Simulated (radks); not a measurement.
Problem. Tc II, 42 electrons, occupied as [Kr] 4d5 7f1 (not the ground configuration). Calculated with a radial shooting solver on a logarithmic mesh with Libxc functionals: scalar-relativistic Kohn-Sham, r2SCAN, spin-polarised, spherical densities, finite nucleus; open shells are filled with parallel spins first (spin-orbit coupling, left out, can overturn this in heavy ions); meta-GGA in the generalised Kohn-Sham scheme; Fermi nuclear charge, rms radius 4.4112 fm. Some entries of the table are withheld. Estimate them.

orbital,occ.,eigenvalue (hartree),<r^2> (bohr^2),r(max) (bohr)
1s down,1,-769.0765,0.001587,0.02228
1s up,1,-769.0751,0.001587,0.02228
2s up,1,-110.6532,0.02636,0.1261
2s down,1,-110.6181,0.02635,0.1261
2p up,3,-98.98940,0.02077,0.1009
2p down,3,-98.96414,0.02077,0.1009
3s up,1,-19.91273,0.1966,0.3716
3s down,1,-19.90266,0.1966,0.3718
3p up,3,-16.05068,0.2010,0.3653
3p down,3,-16.03699,0.2010,0.3655
3d up,5,-9.82299,0.1911,0.3121
3d down,5,-9.79536,0.1909,0.3125
4s up,1,-3.37262,1.287,0.9556
4s down,1,-3.21784,1.265,0.9467
4p up,3,-2.32253,1.588,1.029
4p down,3,-2.15046,1.555,1.019
4d up,5,-0.84158,(1),(2)
4d down,0,-0.64038,(3),(4)
7f up,1,-0.03606,1126,36.04

Solution. 
(1) 4d up <r^2> (bohr^2): 3.010
(2) 4d up r(max) (bohr): 1.264
(3) 4d down <r^2> (bohr^2): 3.101
(4) 4d down r(max) (bohr): 1.244
